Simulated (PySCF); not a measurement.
## Electron correlation in Se⁺ (selenium, charge +1)

[Ar] 3d10 4s2 4p3, high-spin 4S determinant. Computed with PySCF 2.14 in aug-cc-pVDZ-DK (6s5p3d, 36 functions), with scalar relativity by spin-free X2C-1e. Frozen: [Ar] 3d10; 5 electrons correlated.

MP2 pair energies summed by pair of shells (mhartree):

| pair | energy | share (%) |
| --- | --- | --- |
| 4s-4p | -37.36 | 65.1 |
| 4p-4p | -13.53 | 23.6 |
| 4s-4s | -6.49 | 11.3 |

Total MP2 correlation energy: -57.38 mhartree.

Same-spin part -15.49 and opposite-spin part -41.89 mhartree; SCS-MP2 scales them by 1/3 and 6/5 to -55.43 mhartree.

```
  level  correlation energy (mhartree)
   CCSD                         -72.14
    (T)                          -0.82
CCSD(T)                         -72.96
```

Diagnostics: T1 = 0.0017, D1 = 0.0031, largest double amplitude 0.045.

Cost of the coupled-cluster step: 0.15 s of wall time on 1 thread of Neoverse-V2 (shared host), for 5 correlated electrons.
